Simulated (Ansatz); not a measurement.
```xyz
4

B    -0.0001    0.0004   -0.0009
H     1.2056   -0.0002   -0.0003
H    -0.6036    1.0455    0.0007
H    -0.6027   -1.0456   -0.0004
```

Basis set: cc-pVDZ (spherical functions). Correlated methods keep 1 orbital frozen. Charge 0, multiplicity 1.

Computed with Ansatz (development build ahead of 0.2.0); each method stands on the lowest determinant of its kind that the runs found. Restricted open shells among the atoms or ions are ROHF, correlated in semicanonical orbitals with singles.

The atomization energy at this shape (free ground-state atoms in the same class of orbitals less the molecule, no zero-point energy) of singlet BH3:

```tsv
method	atomization energy
RHF	9.97 eV
```

(1) What does RHF-MP2 give?

Answers

(1) 11.40 eV.
